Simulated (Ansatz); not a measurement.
A nudged elastic band was laid between two geometries of CH₅BrSSi₂ (10 atoms, charge 0, multiplicity 1).

All numbers below come from Ansatz, RKS PBE/def2-SVP.

```
movable images  : 5
climbing image  : yes
spring          : 5.0 eV/Å²
optimiser       : quadratic models (default)
start path      : IDPP
force threshold : 0.05 eV/Å
iteration limit : 60
end points      : relaxed
```

First end point:

```xyz
10
Properties=species:S:1:pos:R:3
S -1.934 -0.356 0.208
C -0.303 -0.354 -0.612
Si 1.003 -0.674 0.791
Si 0.487 1.045 -1.647
Br -0.776 2.848 -1.007
H -2.160 0.990 0.069
H -0.228 -1.250 -1.274
H 0.587 -1.917 1.521
H 1.016 0.507 1.718
H 2.390 -0.891 0.236
```

Last end point:

```xyz
10
Properties=species:S:1:pos:R:3
S -2.069 0.411 -0.151
C -0.545 -0.566 -0.295
Si 0.424 -0.538 1.400
Si 1.085 0.423 -0.546
Br 0.905 2.560 -1.179
H -1.971 1.116 -1.320
H -0.668 -1.528 -0.833
H 1.088 -1.825 1.800
H -0.280 0.159 2.521
H 2.115 -0.264 -1.394
```

(1) What changes between the two ends?

(2) What energy profile does the band end with?

(3) What is the geometry of the highest image?

(4) What are the harmonic wavenumbers there?

The band took 13 iterations and of the order of 11 core-minutes.

## Answers

(1) Bonds broken: Si3–H10. Bonds formed: Si3–Si4, Si4–H10.

(2) It converged. The highest image is number 4 of 0 to 6, 79.4 kJ/mol above the first end and 81.0 kJ/mol above the last; the last end lies 1.6 kJ/mol below the first. A vibrational analysis at the climbing image gives one clearly imaginary mode, 469i cm⁻¹: a first-order saddle point. The orbitals stay closed-shell, which can raise the energy where a bond breaks towards radicals; this wasn't checked here.

| image | path coordinate (Å) | energy (kJ/mol) | Si3–H10 (Å) | Si3–Si4 (Å) | Si4–H10 (Å) |
| --- | --- | --- | --- | --- | --- |
| 0 | 0.00 | 0.0 | 1.51 | 3.03 | 3.30 |
| 1 | 1.03 | 4.7 | 1.51 | 2.97 | 2.98 |
| 2 | 2.05 | 12.8 | 1.53 | 2.79 | 2.45 |
| 3 | 3.08 | 21.4 | 1.69 | 2.60 | 1.79 |
| 4 | 4.10 | 79.4 | 2.64 | 2.50 | 1.51 |
| 5 | 4.93 | 8.6 | 3.19 | 2.25 | 1.49 |
| 6 | 5.76 | -1.6 | 3.28 | 2.27 | 1.50 |

(3) 
```xyz
10
Properties=species:S:1:pos:R:3:forces:R:3
S -2.176 0.333 0.036 -0.01 0.00 0.01
C -0.625 -0.521 -0.239 0.00 0.01 0.00
Si 0.626 -0.531 1.141 0.00 0.01 -0.01
Si 0.828 0.501 -1.126 -0.01 0.01 0.00
Br 0.912 2.680 -0.508 0.01 -0.02 0.00
H -2.459 0.667 -1.263 0.01 0.00 -0.01
H -0.706 -1.479 -0.790 0.00 -0.01 0.00
H 1.205 -1.873 1.467 -0.01 0.01 -0.01
H 0.326 0.389 2.280 0.00 0.00 0.00
H 2.153 -0.217 -0.994 0.02 0.01 0.01
```

(4) 469i, 65, 98, 183, 249, 295, 316, 375, 422, 464, 494, 556, 658, 732, 824, 862, 888, 953, 1091, 2110, 2184, 2227, 2540, 3035 cm⁻¹.

Run time: 5.4 min on 2 threads of Arm Neoverse N1, with other jobs on the host, peak memory 0.18 GiB.
